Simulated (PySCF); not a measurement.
**Simulated absorption spectrum**

Species: N-methyl-4-piperidinol, C6H13NO.
InChI=1S/C6H13NO/c1-7-4-2-6(8)3-5-7/h6,8H,2-5H2,1H3

Method used: TDDFT PBE0/def2-SVPD, vertical, gas phase, core orbitals frozen in the response (PySCF). One conformer (not necessarily the lowest) at the PBE0-D3(BJ)/def2-SVP geometry, without solvent, vibrations or thermal averaging.

Computed states:

| state | E (eV) | f |
| --- | --- | --- |
| S1 | 5.89 | 0.026 |
| S2 | 6.20 | 0.036 |
| S3 | 6.55 | 0.0081 |
| S4 | 6.63 | 0.049 |
| S5 | 6.98 | 0.034 |
| S6 | 7.05 | 0.014 |
| S7 | 7.54 | 0.0004 |
| S8 | 7.65 | 0.0000 |
| S9 | 7.67 | 0.0086 |
| S10 | 7.77 | 0.055 |

Broadening: Gaussians 0.4 eV wide at half height, area fixed by f = 4.319×10⁻⁹ ∫ε dν̃. The width is an assumption, not a result. The curve ends short of the highest state used, and states not computed would add to its high-energy end.

**Question.** What does the envelope look like, and where are its maxima?

**Answer.** 
```csv
λ (nm),ε (L mol⁻¹ cm⁻¹)
173.0,2031
175.6,3089
178.3,3554
181.0,3621
183.7,3888
186.3,4171
189.0,3966
191.7,3350
194.3,2913
197.0,2860
199.7,2956
202.4,2922
205.0,2750
207.7,2510
210.4,2204
213.0,1801
215.7,1300
218.4,818
221.1,446
223.7,218
226.4,91
229.1,34
231.7,12
234.4,3
```

Maxima: 201 nm (6.18 eV), ε about 3000, made up of S1 (13%) and S2 (81%) (hardly more than a shoulder); 187 nm (6.64 eV), ε about 4200, made up of S3 (11%) and S4 (78%) (ε in L mol⁻¹ cm⁻¹; maxima over ε = 5, shares over 10%).

**Question.** What would ε be at 6.64 eV, the highest of these maxima, with half the width (0.2 eV)?

**Answer.** About 7110 L mol⁻¹ cm⁻¹ against 4180, a factor of about 1.7; a lone state at its own centre would give exactly 2.

**Question.** On this curve, what absorbance would a 10⁻⁵ mol/L sample give at 222 nm over a 1 cm path?

**Answer.** 222 nm is 5.585 eV, where ε is about 350 L mol⁻¹ cm⁻¹, so A = ε c l ≈ 0.0035 (Beer–Lambert, with the gas-phase spectrum and the assumed width).

**Question.** Coming from long wavelengths, where does ε first pass 100 L mol⁻¹ cm⁻¹?

**Answer.** At about 226 nm (5.48 eV), 0.41 eV below S1.

All these states lie below the vertical ionisation energy of 8.20 eV (ΔSCF).
